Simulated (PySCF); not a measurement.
Gas-phase reaction: SnH2F2 → SnF2 + H2, at 1800 K and a standard pressure of 1 bar. Level: GFN2-xTB.

Computed with PySCF (xtb for GFN2) and rigid-rotor harmonic-oscillator thermochemistry at 1 bar. All species are closed-shell singlets. SnH2F2: computed as isolated molecules; such fragments, hydroxides, amides, oligomers or adducts are transient or little studied in the gas. The harmonic model lacks anharmonicity and excited electronic states, which grow with temperature; levels with a mode under 35 cm⁻¹ are left out.

```
species     E (Ha)  H(1800 K) − E (kJ/mol)  S°(1800 K) (J/mol/K)
-------  ---------  ----------------------  --------------------
SnH2F2   -12.61112                   199.5                 475.7
SnF2     -11.70043                   105.0                 394.8
H2        -0.98269                    77.2                 185.2
```
E: electronic energy; H − E holds the zero-point and thermal terms. 1 Ha = 2625.5 kJ/mol.

Task: Work out ΔH°, ΔS°, ΔG° and log10 K from these numbers.

Result: 1. ΔE = 1×(-11.70043) + 1×(-0.98269) − 1×(-12.61112) = -0.07200 Ha = -189.0 kJ.
2. Δ(H − E) = 1×(105.0) + 1×(77.2) − 1×(199.5) = -17.3 kJ, so ΔH° = -206.3 kJ.
3. ΔS° = 1×(394.8) + 1×(185.2) − 1×(475.7) = 104.3 J/K; the number of gas molecules changes by +1.
4. ΔG° = ΔH° − TΔS° = -206.3 − 1800×(104.3)/1000 = -394.0 kJ.
5. log10 K = −ΔG°/(RT ln 10) = 11.43, with RT ln 10 = 34.46 kJ/mol; at standard pressures the products are favoured.
6. A shift of 10 kJ in ΔE would move log10 K by 0.29 here.
For scale, ΔH°(298 K) is -191 kJ at this level, -42 kJ at ωB97M-V/def2-TZVP†, and runs from -191 to -21 kJ over the 18 levels computed († marks an energy on the PBE0/def2-TZVP geometry).
